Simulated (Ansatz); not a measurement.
Born–Oppenheimer molecular dynamics of C2H7AlCl2 (12 atoms, charge 0, multiplicity 1). It starts from a rough guess of a transition structure, not a stationary point.

Computed with UKS PBE0/STO-3G (Ansatz).

* ensemble: NVE (velocity Verlet)
* time step: 0.5 fs
* steps asked: 150
* starting velocities drawn for: 100 K
* seed: 870533

First frame:

```xyz
12
Properties=species:S:1:pos:R:3
Al -0.533 1.486 0.936
C -0.042 -0.101 -0.640
C 0.291 -1.568 -0.425
Cl -0.802 0.586 2.716
Cl -1.192 3.116 -0.039
H 0.851 0.742 0.034
H 1.426 1.363 0.554
H -0.034 0.127 -1.708
H -1.130 0.068 -0.318
H -0.332 -2.227 -1.034
H 1.331 -1.749 -0.697
H 0.166 -1.842 0.622
```

How far do the bonds stretch over the last three quarters of this one trajectory? (Pairs bonded in most of those frames.)


```
   bond  mean (Å)  spread (Å)  shortest  longest
Al1–Cl4     2.133       0.089      1.96     2.23
Al1–Cl5     2.134       0.092      1.96     2.23
 Al1–H7     1.605       0.221      1.25     1.91
  C2–C3     1.543       0.016      1.52     1.57
  C2–H6     1.129       0.105      0.97     1.31
  C2–H8     1.100       0.026      1.04     1.16
  C2–H9     1.105       0.045      1.03     1.18
 C3–H10     1.098       0.017      1.07     1.13
 C3–H11     1.098       0.010      1.08     1.11
 C3–H12     1.099       0.006      1.08     1.11
```

Mean temperature of the second half: 2072 K. The conserved energy stayed within 1.6 meV per atom of its start (net change -0.15 meV per atom), so the integration is sound. The system heated up, since it started high on the potential surface and ran downhill. A run of 0.075 ps of so small a system gives no equilibrium averages. The orbitals stay closed-shell, which can raise the energy where a bond breaks towards radicals; this wasn't checked here. Limits of this set-up: minimal basis.

Time of the run: 7.9 min on 1 thread of Intel(R) Xeon(R) Platinum 8488C (Sapphire Rapids), with other jobs on the host, peak memory 0.2 GiB.
